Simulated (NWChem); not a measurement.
Molecule: C₂HCl₂, doublet; SMILES [CH]=C(Cl)Cl

All runs: NWChem. Spin-unrestricted. Spin-contaminated determinants: UHF/def2-SVP (<S²> = 1.01). Medium grid unless said otherwise, to which SCAN and Minnesota functionals are sensitive. In the optimisation the excess spin sits in a' (Cs, its own frame). Coordinates come from a PBE0/def2-SVP, spin-unrestricted optimisation. No stability test was run on the SCF state. Total energies of different functionals are on different scales.

```
level                                 energy (Ha)  highest occupied level (eV)  lowest empty minus highest occupied level, either spin (eV)  dipole (D)   <S²>
------------------------------------  -----------  ---------------------------  -----------------------------------------------------------  ----------  -----
B3LYP/def2-SVP                          -996.7726                        -7.16                                                         3.89        1.05  0.762
PBE/def2-SVP                            -996.2755                        -6.19                                                         2.13        0.95  0.760
M05-2X/def2-SVP                         -996.7151                        -8.72                                                         6.51        1.21  0.768
TPSS/def2-SVP                           -996.8074                        -6.29                                                         2.44        1.10  0.765
r2SCAN/def2-SVP                         -996.6473                        -6.53                                                         2.99        1.13  0.769
UHF/def2-SVP                            -994.8628                       -10.26                                                        12.41        1.52   1.01
LRC-wPBEh/def2-SVP                      -996.3718                        -9.35                                                         8.21        1.23  0.770
BP86/def2-SVP                           -996.8354                        -6.31                                                         2.14        0.96  0.759
MPW1K/def2-SVP                          -996.7637                        -8.40                                                         6.35        1.32  0.781
M06-L/def2-SVP                          -996.7450                        -6.55                                                          ___        1.16  0.762
LDA (Slater exchange, PW92)/def2-SVP    -993.0571                        -6.24                                                         1.66        0.91  0.758
```

Task: What belongs in the gaps?

Result: 
- M06-L/def2-SVP, lowest empty minus highest occupied level, either spin (eV): 3.31
